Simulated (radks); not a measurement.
The carbon ion C+ inside a hard spherical wall (all orbitals vanish at R), configuration held at [He] 2s2 2p1 and not refilled when levels cross. All-electron calculation, scalar-relativistic Kohn-Sham, PBE, spin-unpolarised, spherical densities, point nucleus. Program: a radial shooting solver on a logarithmic mesh with Libxc functionals. Eigenvalues in eV, with the zero of energy where the potential of the charges vanishes at infinity; a dash marks a level that is unbound or too diffuse for the functional's potential to be trusted. A positive occupied level is held by the wall or, in an anion where self-interaction has pushed it up, behind a barrier. The pressure on the wall is -dE/dV.

R (bohr) = free: E (hartree) -37.36567; kinetic (hartree) 37.288; e(1s) -288.39; e(2s) -25.758; e(2p) -17.005; e(3s, empty) -; e(3p, empty) -; pressure (GPa) 0
R (bohr) = 20: E (hartree) -37.36567; kinetic (hartree) 37.288; e(1s) -288.39; e(2s) -25.758; e(2p) -17.005; e(3s, empty) -; e(3p, empty) -; pressure (GPa) < 0.0001
R (bohr) = 15: E (hartree) -37.36567; kinetic (hartree) 37.288; e(1s) -288.39; e(2s) -25.758; e(2p) -17.005; e(3s, empty) -; e(3p, empty) -; pressure (GPa) < 0.0001
R (bohr) = 10: E (hartree) -37.36567; kinetic (hartree) 37.288; e(1s) -288.39; e(2s) -25.758; e(2p) -17.005; e(3s, empty) -4.964; e(3p, empty) -3.247; pressure (GPa) < 0.0001
R (bohr) = 8: E (hartree) -37.36566; kinetic (hartree) 37.288; e(1s) -288.39; e(2s) -25.758; e(2p) -17.004; e(3s, empty) -4.609; e(3p, empty) -2.639; pressure (GPa) 0.000509
R (bohr) = 5: E (hartree) -37.36232; kinetic (hartree) 37.318; e(1s) -288.15; e(2s) -25.610; e(2p) -16.815; e(3s, empty) 0.457; e(3p, empty) 3.374; pressure (GPa) 0.646
R (bohr) = 4: E (hartree) -37.33966; kinetic (hartree) 37.472; e(1s) -287.16; e(2s) -24.960; e(2p) -16.014; e(3s, empty) 8.915; e(3p, empty) 11.887; pressure (GPa) 7.77
R (bohr) = 3.5: E (hartree) -37.29363; kinetic (hartree) 37.725; e(1s) -285.72; e(2s) -23.935; e(2p) -14.813; e(3s, empty) 18.012; e(3p, empty) 20.410; pressure (GPa) 28.0
R (bohr) = 3: E (hartree) -37.16616; kinetic (hartree) 38.303; e(1s) -282.80; e(2s) -21.589; e(2p) -12.227; e(3s, empty) 34.438; e(3p, empty) 35.046; pressure (GPa) 106
R (bohr) = 1.5: E (hartree) -32.25799; kinetic (hartree) 50.990; e(1s) -244.80; e(2s) 41.474; e(2p) 39.840; e(3s, empty) 298.79; e(3p, empty) 241.54; pressure (GPa) 13100
